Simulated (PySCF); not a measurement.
Several orderings of computed values.

All species are isolated and taken at one optimised geometry, non-relativistic unless stated; the electronic structure was computed with PySCF and density fitting.

Dipoles, sizes and rotational constants follow the conformer. The torsions of the flexible species, by atom-mapped SMILES:
- `[CH2:1]/[C:2]([CH2:3][F:4])=[C:5](/[CH3:6])[CH2:7][C:8]#[N:9]`: C1–C2–C3–F4 -118°, C2–C5–C7–C8 -77°
- `[CH3:1][C@@H:2]1[CH:3]=[CH:4][C:5]([NH2:6])=[CH:7][C:8]1[F:9]`: H–N6–C5–C4 161°, H–N6–C5–C4 21°
- `[CH3:1][SiH2:2][C@@H:3]([F:4])[C:5]#[C:6][SiH2:7][CH:8]=[O:9]`: C1–Si2–C3–F4 180°, C6–Si7–C8–O9 126°
- `[SiH3:1][NH:2][SiH2:3][Si@@H:4]([Cl:5])[N:6]([SiH3:7])[SiH3:8]`: Si1–N2–Si3–Si4 39°, N2–Si3–Si4–Cl5 -102°, Si3–Si4–N6–Si7 66°
- `[CH3:1][O:2][CH2:3][CH2:4][C@:5]12[CH2:6][C@H:7]([CH2:8]1)[C@@H:9]2[F:10]`: C1–O2–C3–C4 -178°, O2–C3–C4–C5 -59°, C3–C4–C5–C6 -44°
- `[CH3:1][O:2][Si@H:3]1[SiH2:4][Si@H:5]([O:6][SiH3:7])[SiH2:8]1`: C1–O2–Si3–Si4 -51°, Si4–Si5–O6–Si7 -48°

The conformers of `N#CC[Si@@](N)(P)CC[SiH3]` aren't listed.

Question: Rank by smallest rotational constant, lowest first (GFN2-xTB).
A. `C[C@@H]1C=CC(N)=C[C]1F` [radical]
B. `[SiH2]([C@H](C#C[SiH2]C=O)F)C`
C. `[CH2]/C(CF)=C(/C)CC#N` [radical]
D. `[SiH3]N[SiH2][Si@@H](Cl)N([SiH3])[SiH3]`

Answer: B (0.411 GHz), D (0.496 GHz), C (0.846 GHz), A (0.975 GHz).

Question: Rank by HOMO energy, highest first (PBE0/pcSseg-1 at GFN2-xTB geometries).
A. `C1[C@]2([C@H]([C@@H]1C2)F)CCOC`
B. `N#CC[Si@@](N)(P)CC[SiH3]`
C. `C[SiH2][C@@H](F)C#C[SiH2]C=O`
D. `[SiH3]N[SiH2][Si@@H](Cl)N([SiH3])[SiH3]`

Answer: C (-7.00 eV), D (-7.15 eV), A (-7.47 eV), B (-7.58 eV).

Q: By how much do the two ends of that ranking differ?

A: By 0.58 eV, between `C[SiH2][C@@H](F)C#C[SiH2]C=O` and `N#CC[Si@@](N)(P)CC[SiH3]`.

Question: Rank by HOMO–LUMO gap, lowest first (PBE0/pcSseg-1 at GFN2-xTB geometries).
A. `N#CC[Si@@](N)(P)CC[SiH3]`
B. `C[SiH2][C@@H](F)C#C[SiH2]C=O`
C. `CO[Si@H]1[SiH2][Si@H](O[SiH3])[SiH2]1`
D. `COCC[C@]12C[C@H](C1)[C@@H]2F`
E. `[SiH3]N[SiH2][Si@@H](Cl)N([SiH3])[SiH3]`

Answer: C (4.80 eV), B (5.43 eV), E (6.22 eV), A (7.81 eV), D (8.80 eV).

Q: Give the two extremes of that set in kcal/mol.

A: `CO[Si@H]1[SiH2][Si@H](O[SiH3])[SiH2]1`: 111 kcal/mol; `COCC[C@]12C[C@H](C1)[C@@H]2F`: 203 kcal/mol.

Question: Rank by dipole moment, highest first (PBE0/pcSseg-1 at GFN2-xTB geometries).
A. `CO[Si@H]1[SiH2][Si@H](O[SiH3])[SiH2]1`
B. `[SiH3]N[SiH2][Si@@H](Cl)N([SiH3])[SiH3]`
C. `COCC[C@]12C[C@H](C1)[C@@H]2F`
D. `C[SiH2][C@@H](F)C#C[SiH2]C=O`

Answer: D (3.26 D), C (2.87 D), B (2.09 D), A (0.68 D).
